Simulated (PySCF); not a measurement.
Q: What does the PBE0-D3(BJ)/def2-SVP structure of `O=C([SiH2]C#[C][GeH3])C(F)(F)F` look like in three dimensions?

A: 
```
atom  x, y, z in Å
O1    -3.2774   -1.4217    0.2930
C2    -2.2951   -0.7987   -0.0064
Si3   -0.7068   -1.7202   -0.6483
C4     0.7924   -0.6948   -0.4940
C5     1.7858    0.0102   -0.3758
Ge6    3.3336    1.1090   -0.1883
C7    -2.3201    0.7430    0.0540
F8    -1.4560    1.1692    0.9729
F9    -3.5204    1.2099    0.3438
F10   -1.9407    1.2257   -1.1315
H11   -0.9840   -2.0443   -2.0761
H12   -0.6026   -2.9585    0.1669
H13    4.1126    0.6355    1.0462
H14    4.1865    0.9557   -1.4546
H15    2.8764    2.5627   -0.0149
```

Any rigid rotation of these coordinates is as good. Atoms count from 1 in this order. The C–C distances run from 1.224 Å (C4≡C5, drawn triple) to 1.543 Å (C2–C7, drawn single), a spread of 0.319 Å. Ge6 (germanium bonded to C and 3 H) is tetrahedral (angles from 108.2° to 110.7°). Of the pairs four or more bonds apart, C4···F8 is among the closest relative to their van der Waals radii: 3.27 Å, 103 % of the sum of Bondi's values. The C–Si distances run from 1.823 Å (Si3–C4, drawn single) to 1.945 Å (C2–Si3, drawn single), a spread of 0.122 Å.

Bonds between heavy atoms (Å): O1=C2 1.201, C2–Si3 1.945, Si3–C4 1.823, C4≡C5 1.224, C5–Ge6 1.907, C2–C7 1.543, C7–F8 1.331, C7–F9 1.320, C7–F10 1.335.

The calculation used PBE0-D3(BJ)/def2-SVP geometry optimisation, gas phase (PySCF 2.14.0).

Point group: C1 (no symmetry element, even within 0.4 Å). PBE0-D3(BJ)/def2-SVP frequencies: not computed here. The numbers are those of one conformer (O1–C2–Si3–C4 -160°).

The run took 11 min wall on an Arm Neoverse N1 with one thread (shared host), and the process peaked at 0.96 GiB of memory. These figures are those of the optimisation.
